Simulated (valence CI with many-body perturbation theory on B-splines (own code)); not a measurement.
## E1 transitions of Xe³⁺

Level of theory: configuration interaction combined with many-body perturbation theory (CI+MBPT): five valence electrons over a frozen Dirac-Fock core [Kr] 4d10, a basis of 9 s, 9 p, 8 d, 6 f, 3 g, 1 h functions for each j, with the one-electron correlation potential Σ1 (screened to all orders), the two-electron term Σ2, the three-electron term Σ3, Breit, model QED; selected single and double excitations, second order for the rest, scaled by the run's own slope (own B-spline code, finite nucleus).

Against 50 measured levels this calculation errs by 279 cm⁻¹ on average and by 838 at most. These come from a selection out of Saloman, J. Phys. Chem. Ref. Data 33, 765 (2004). Levels without a partner in it may be off by more. Among the levels kept, up to 980 cm⁻¹ of a level comes from second order outside the variational space, and about a tenth of that is noise between levels of different J, which matters for small intervals. 7 measured levels below the end of the list, from 133027 cm⁻¹ on, found no clear computed partner, and computed levels of the same name lie up to 49996 cm⁻¹ from them.

Lines 101 to 150 of 237 in falling wavelength, among levels below 23.993 eV, chosen from the strongest by gf and those to the six lowest levels. Wavelengths and rates use the calculated energies, so an error of 300 cm⁻¹ moves a line at 922.5 Å by 0.28 % and its rate by three times that or more. Electric multipoles are in the length gauge, E1 and E2 with the static RPA response of the core. Weak lines are less certain than strong ones. Lines between different terms over intervals too small for the method are left out, as are lines whose strength nearly cancels. Where a level lies close to another of its J and parity, the split of strength between their lines is uncertain.

Names give the largest LS component (configuration and term), which can be under half, so a name can repeat, a term be missing and a line seem to break the LS rules; names also repeat where a configuration has a term twice. Letters in brackets count levels of one name in rising energy.

```csv
λ vac (Å),λ from measured levels,Upper,Lower,A (s⁻¹),S (a.u.)
922.5,920.3,5s 5p4 2D_3/2,5s2 5p3 2D°_3/2,3.13e+08,4.85e-01
920.6,919.5,5s2 5p2 5d 2P_1/2 [a],5s2 5p3 2P°_1/2,7.77e+07,5.98e-02
918.2,915.3,5s 5p4 4P_1/2,5s2 5p3 4S°_3/2,2.38e+08,1.82e-01
914.8,913.6,5s2 5p2 5d 4D_1/2,5s2 5p3 2P°_3/2,2.40e+05,1.81e-04
905.8,904.5,5s2 5p2 5d 4D_3/2,5s2 5p3 2P°_3/2,8.72e+06,1.28e-02
893.5,891.2,5s 5p4 2D_5/2,5s2 5p3 2D°_3/2,6.02e+05,1.27e-03
885.8,884.7,5s2 5p2 5d 4D_5/2,5s2 5p3 2P°_3/2,5.57e+05,1.15e-03
870.0,868.9,5s 5p4 2S_1/2,5s2 5p3 2P°_3/2,1.90e+08,1.24e-01
866.9,,5s2 5p2 5d 4F_3/2 [a],5s2 5p3 2D°_5/2,9.30e+07,1.20e-01
855.6,854.2,5s2 5p2 5d 4D_1/2,5s2 5p3 2P°_1/2,9.13e+07,5.64e-02
852.5,851.3,5s2 5p2 5d 4F_3/2 [b],5s2 5p3 2D°_5/2,1.49e+08,1.82e-01
847.7,846.2,5s2 5p2 5d 4D_3/2,5s2 5p3 2P°_1/2,2.74e+06,3.30e-03
841.6,840.4,5s2 5p2 5d 4F_5/2,5s2 5p3 2D°_5/2,2.75e+07,4.85e-02
836.2,,5s2 5p2 5d 4F_3/2 [a],5s2 5p3 2D°_3/2,1.09e+08,1.26e-01
822.7,821.6,5s2 5p2 5d 4F_3/2 [b],5s2 5p3 2D°_3/2,4.24e+07,4.66e-02
821.4,820.2,5s 5p4 2D_3/2,5s2 5p3 4S°_3/2,5.69e+06,6.23e-03
816.2,815.0,5s 5p4 2S_1/2,5s2 5p3 2P°_1/2,2.41e+08,1.29e-01
812.6,811.5,5s2 5p2 5d 4F_5/2,5s2 5p3 2D°_3/2,7.04e+07,1.12e-01
810.2,809.5,5s2 5p2 5d 2P_1/2 [a],5s2 5p3 2D°_3/2,3.85e+08,2.02e-01
807.0,805.7,5s2 5p2 5d 4F_7/2,5s2 5p3 2D°_5/2,5.10e+07,1.06e-01
805.5,804.4,5s2 5p2 5d 2F_5/2 [a],5s2 5p3 2D°_5/2,2.30e+06,3.56e-03
805.0,806.5,5s2 5p2 5d 4P_5/2,5s2 5p3 2P°_3/2,8.43e+05,1.30e-03
798.3,797.0,5s 5p4 2D_5/2,5s2 5p3 4S°_3/2,1.22e+07,1.84e-02
793.5,795.0,5s2 5p2 5d 4P_3/2,5s2 5p3 2P°_3/2,2.42e+07,2.38e-02
785.4,784.3,5s2 5p2 5d 2F_7/2 [a],5s2 5p3 2D°_5/2,2.76e+07,5.29e-02
784.5,786.1,5s2 5p2 5d 4P_1/2,5s2 5p3 2P°_3/2,1.94e+07,9.24e-03
779.0,,5s2 5p2 5d 2D_3/2 [a],5s2 5p3 2P°_3/2,8.09e+07,7.55e-02
778.9,777.9,5s2 5p2 5d 2F_5/2 [a],5s2 5p3 2D°_3/2,1.51e+07,2.12e-02
778.0,777.0,5s2 5p2 5d 4D_3/2,5s2 5p3 2D°_5/2,2.26e+08,2.10e-01
774.0,774.2,5s2 5p2 6s 4P_1/2,5s2 5p3 2P°_1/2,1.62e+07,7.43e-03
770.8,771.4,5s2 5p2 6s 4P_3/2 [a],5s2 5p3 2P°_3/2,1.40e+07,1.27e-02
765.6,,5s2 5p2 6s 4P_3/2 [b],5s2 5p3 2P°_3/2,4.55e+07,4.03e-02
763.2,762.3,5s2 5p2 5d 4D_5/2,5s2 5p3 2D°_5/2,2.69e+08,3.54e-01
759.4,758.5,5s2 5p2 5d 4D_1/2,5s2 5p3 2D°_3/2,4.46e+08,1.93e-01
759.1,760.1,5s2 5p2 6s 2P_1/2,5s2 5p3 2P°_3/2,8.26e+07,3.57e-02
753.2,752.2,5s2 5p2 5d 4D_3/2,5s2 5p3 2D°_3/2,1.65e+08,1.40e-01
752.3,,5s2 5p2 5d 4F_3/2 [a],5s2 5p3 4S°_3/2,7.17e+07,6.02e-02
748.5,749.6,5s2 5p2 5d 4P_3/2,5s2 5p3 2P°_1/2,1.20e+08,9.97e-02
741.4,740.8,5s2 5p2 5d 4F_3/2 [b],5s2 5p3 4S°_3/2,4.85e+07,3.91e-02
740.8,741.6,5s2 5p2 6s 4P_5/2,5s2 5p3 2P°_3/2,4.68e+07,5.63e-02
740.5,741.7,5s2 5p2 5d 4P_1/2,5s2 5p3 2P°_1/2,1.77e+07,7.10e-03
739.3,738.5,5s2 5p2 5d 4D_5/2,5s2 5p3 2D°_3/2,2.21e+08,2.65e-01
735.6,,5s2 5p2 5d 2D_3/2 [a],5s2 5p3 2P°_1/2,7.07e+08,5.55e-01
733.1,732.6,5s2 5p2 5d 4F_5/2,5s2 5p3 4S°_3/2,3.93e+08,4.59e-01
731.2,731.0,5s2 5p2 5d 2P_1/2 [a],5s2 5p3 4S°_3/2,5.47e+07,2.11e-02
728.3,728.6,5s2 5p2 6s 4P_3/2 [a],5s2 5p3 2P°_1/2,9.35e+07,7.13e-02
728.2,727.4,5s 5p4 2S_1/2,5s2 5p3 2D°_3/2,7.63e+06,2.91e-03
727.1,728.6,5s2 5p2 5d 2P_1/2 [b],5s2 5p3 2P°_3/2,6.59e+08,2.50e-01
726.2,726.9,5s2 5p2 6s 2P_3/2 [a],5s2 5p3 2P°_3/2,3.90e+07,2.95e-02
723.6,,5s2 5p2 6s 4P_3/2 [b],5s2 5p3 2P°_1/2,3.07e+08,2.30e-01
```
